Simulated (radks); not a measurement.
The numbers below are computed, except where a source is named.
Valence configurations of the rhenium ion Re+ (all share [Xe]). Level of theory: scalar-relativistic Kohn-Sham, BLYP, spin-unpolarised, spherical densities, point nucleus (a radial shooting solver on a logarithmic mesh with Libxc functionals). Order these by energy: 4f13 5d5 6s2; 4f12 5d7 6s1; 4f14 5d4 6s1 6p1; 4f14 5d5 6p1; 4f13.5 5d5 6s1 6p0.5; 4f14 5d5 6s1; 4f14 5d4.5 6s0.5 6p1; 4f14 5d4.5 6s1.5; 4f13 5d5 6s1 6p1; 4f14 5d6.

Answer. From the lowest, in eV above it: 4f14 5d5 6s1 0.000; 4f14 5d4.5 6s1.5 0.190; 4f14 5d6 0.270; 4f14 5d5 6p1 5.793; 4f14 5d4.5 6s0.5 6p1 6.176; 4f14 5d4 6s1 6p1 6.803; 4f13.5 5d5 6s1 6p0.5 23.056; 4f13 5d5 6s2 42.993; 4f13 5d5 6s1 6p1 49.369; 4f12 5d7 6s1 91.368. NIST lists [Xe] 4f14 5d5 6s1 as the ground configuration; this level of theory agrees among the configurations tried. The energies are those of spherical spin-averaged densities, not of single terms.
